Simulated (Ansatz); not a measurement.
C$_{2}$H$_{3}$BFNO, SMILES `N#CCB(O)F`, one more setting.

```yaml
crystal:
  periodic: [false, false, false]
  atoms:
    - {symbol: N, position_ang: [-1.444517, -0.416121, 2.447446]}
    - {symbol: C, position_ang: [-0.648837, -0.413945, 1.618101]}
    - {symbol: C, position_ang: [0.346090, -0.410642, 0.567277]}
    - {symbol: B, position_ang: [-0.059272, 0.384660, -0.737581]}
    - {symbol: O, position_ang: [0.728030, 0.269262, -1.823743]}
    - {symbol: F, position_ang: [-1.134758, 1.162102, -0.764723]}
    - {symbol: H, position_ang: [0.595133, -1.440881, 0.294843]}
    - {symbol: H, position_ang: [1.274880, 0.024426, 0.954701]}
    - {symbol: H, position_ang: [0.431749, 0.794939, -2.573319]}
basis:
  gaussian: {orbitals: ANO-RCC-VTZP}
total_charge: 1
magnetization: {spin_polarized: true, initial_magnetization: 1}
hamiltonian: {xc: {name: HF}}
correlation: {method: rpa, electrons: all}
```

```sh
$ ansatz run in.yaml --threads 4 --pin off --events-out ev --progress --plain --max-ram 10444MiB
```

Output, abridged:

```
Functional definition: HF
1324 factors; integrals over basis functions are off by at most 9.5e-4 eV
mean field evaluation 1: about -9000.5688 eV, gradient 4.1e1 eV
mean field evaluation 2: about -9000.7353 eV, gradient 4.1e1 eV
mean field evaluation 4: about -9006.9550 eV, gradient 3.5e0 eV
mean field evaluation 8: about -9007.1754 eV, gradient 9.6e-1 eV
mean field evaluation 16: about -9007.2166 eV, gradient 6.5e-5 eV
mean field -9007.21658786 eV, -331.0091042933 hartree, gradient 6.9e-6 eV, S^2 0.760405; 7 other end points of the search recorded, 0 dependent functions left out
reference -9007.21658786 eV, -331.0091042933 hartree; 22, 21 occupied and 200, 201 virtual orbitals, 1324 factors
Total energy: -9043.39218762 eV, -332.3385330636 hartree
Relativity: scalar
```

Run time 22 s (4 threads of an Arm Neoverse V1 on a shared host); peak host memory 0.71 GiB.
